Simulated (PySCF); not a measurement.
**Two-photon absorption: 1-naphthalenemethanol (SMILES C(O)C1=CC=CC2=CC=CC=C12)**

Geometry:
```
atom   x (Å)   y (Å)   z (Å)
  O1   2.610  -1.737  -1.025
  C2   2.446  -0.926   0.112
  C3   1.309   0.059   0.011
  C4   1.554   1.405   0.188
  C5   0.515   2.360   0.133
  C6  -0.777   1.957  -0.100
  C7  -1.082   0.584  -0.293
  C8  -2.411   0.149  -0.526
  C9  -2.696  -1.184  -0.706
 C10  -1.656  -2.139  -0.667
 C11  -0.355  -1.750  -0.447
 C12  -0.028  -0.383  -0.245
 H13   2.593  -1.164  -1.799
 H14   3.373  -0.371   0.353
 H15   2.266  -1.619   0.951
 H16   2.578   1.738   0.381
 H17   0.745   3.418   0.279
 H18  -1.589   2.687  -0.141
 H19  -3.208   0.896  -0.559
 H20  -3.725  -1.507  -0.884
 H21  -1.887  -3.196  -0.820
 H22   0.449  -2.488  -0.459
```

Computed, not measured: PySCF 2.14.0, TDDFT CAM-B3LYP/def2-SVPD excited states, vertical, gas phase. Geometry: PBE0-D3(BJ)/def2-SVP.

Singlets 1 and 2 lie within 0.01 eV of each other, so their separate moments and overlaps can depend on how they mix.

Problem. Give the one- and two-photon strengths of the lowest singlets.

Solution. δ for parallel linear polarisation; σ at the peak of a Lorentzian of half width 0.1 eV, single beam; Ω is circular over linear.
```csv
state,E (eV),f,photon λ (nm),δ (au),σ (GM),Ω,main
S1,4.57,0.012,542,1.76,0.01,0.83,"HOMO−1→LUMO 0.44, HOMO→LUMO+1 0.43"
S2,4.58,0.091,541,1.73,0.01,0.54,HOMO→LUMO 0.82
S3,5.93,0.792,418,9.62,0.12,0.24,"HOMO→LUMO+1 0.38, HOMO−1→LUMO 0.36"
S4,6.11,0.012,406,238,3.26,1.02,"HOMO→LUMO+2 0.49, HOMO−2→LUMO 0.23"
S5,6.18,0.387,401,14.8,0.21,0.69,"HOMO−2→LUMO 0.55, HOMO−1→LUMO 0.11"
S6,6.32,0.243,392,29.8,0.44,0.61,HOMO−1→LUMO+1 0.76
```

Among these, the strongest one-photon state is S3, the strongest two-photon state S4, with a dipole change of 1.1 D (relaxed, norm of the difference vector).
